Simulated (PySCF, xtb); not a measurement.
Ge(Br)(OH) (BrGeHO), SMILES [OH][Ge][Br] (connectivity only; charge and spin as stated), neutral, multiplicity 1.

GFN2-xTB run with xtb at its own geometry gives an orbital gap of 3.85 eV and a dipole moment of 7.84 D.

Geometry optimised at B3LYP-D3(BJ)/def2-TZVP. One conformer was computed; it need not be the lowest.

What does M06-2X/def2-TZVPD (PySCF) give? (Estimate from the structure and the level; the computed values follow.)

gap 7.01 eV (levels -8.70 and -1.69 eV), dipole 3.34 D.
